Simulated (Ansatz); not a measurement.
Gas-phase electronic energies from Ansatz, PBE0-D4/def2-TZVP geometries. CBS: MP2 limit from def2 TZ/QZ plus the TZ coupled-cluster correction, frozen cores. This one scheme is used for every species. DFT in def2-TZVPP. HSE06 is defined as in plane-wave codes. One conformer a species, not always the lowest.

Consider the adduct formation: `[CH3][Al]([CH3])[Cl]` + H₂O → `[CH3][Al-]([CH3])([OH2+])[Cl]`.

`[CH3][Al]([CH3])[Cl]`:

```xyz
10

C    -0.537    1.060   -1.296
Al   -0.541   -0.212    0.172
C     1.026   -0.853    1.123
Cl   -2.405   -0.981    0.805
H    -1.541    1.277   -1.665
H    -0.075    2.005   -0.989
H     0.059    0.682   -2.134
H     0.952   -0.622    2.191
H     1.954   -0.416    0.746
H     1.107   -1.941    1.047
```

H₂O:

Cartesian coordinates in Å:
```
O 0.271 0.231 -0.157
H -0.608 0.479 0.139
H 0.337 -0.710 0.018
```

`[CH3][Al-]([CH3])([OH2+])[Cl]`:

Z-matrix (Å, degrees):
```
C
Al 1 1.948
H 1 1.095 2 111.0
H 1 1.095 2 111.9 3 119.5
H 1 1.094 2 111.9 3 -119.4
C 2 1.958 1 123.3 3 -72.8
O 2 2.017 1 105.0 3 173.7
Cl 2 2.172 1 114.5 3 75.7
H 6 1.096 2 112.4 1 -50.9
H 6 1.095 2 113.0 1 -173.4
H 6 1.095 2 110.4 1 67.7
H 7 0.964 2 112.7 1 132.4
H 7 0.969 2 103.4 1 -112.1
```

```json
{"level": "PBE0-D4", "ΔE (kJ/mol)": "-92.1", "difference from CCSD(T)/CBS": "-3.2"}
{"level": "r2SCAN0", "ΔE (kJ/mol)": "-95.3", "difference from CCSD(T)/CBS": "-6.4"}
{"level": "HSE06", "ΔE (kJ/mol)": "-85.4", "difference from CCSD(T)/CBS": "3.5"}
{"level": "BHLYP", "ΔE (kJ/mol)": "-84.3", "difference from CCSD(T)/CBS": "4.6"}
{"level": "CCSD/def2-SVP", "ΔE (kJ/mol)": "-106.9", "difference from CCSD(T)/CBS": "-18.0"}
{"level": "HF/def2-TZVPP", "ΔE (kJ/mol)": "-74.4", "difference from CCSD(T)/CBS": "14.5"}
{"level": "CCSD/def2-TZVPP", "ΔE (kJ/mol)": "-88.0", "difference from CCSD(T)/CBS": "0.9"}
{"level": "MP2/def2-QZVPP", "ΔE (kJ/mol)": "-90.0", "difference from CCSD(T)/CBS": "-1.1"}
{"level": "SCS-MP2/def2-QZVPP", "ΔE (kJ/mol)": "-85.1", "difference from CCSD(T)/CBS": "3.8"}
{"level": "HF/CBS(def2)", "ΔE (kJ/mol)": "-73.0", "difference from CCSD(T)/CBS": "15.9"}
{"level": "CCSD(T)/CBS", "ΔE (kJ/mol)": "-88.9", "difference from CCSD(T)/CBS": "0"}
```

Largest T1 diagnostic among the species: 0.009.

From BLYP to BHLYP (50 % exact exchange), in def2-TZVPP and without D4, ΔE moves by −18.3 kJ/mol. The D4 term adds −11.9 kJ/mol with B3LYP and −6.6 kJ/mol with PBE0; it sums over pairs of atoms, weighted by their polarisabilities, and B3LYP, whose exchange is more repulsive, gets the larger term.

B3LYP here is the variant with VWN-RPA as its local correlation; programs differ in this.
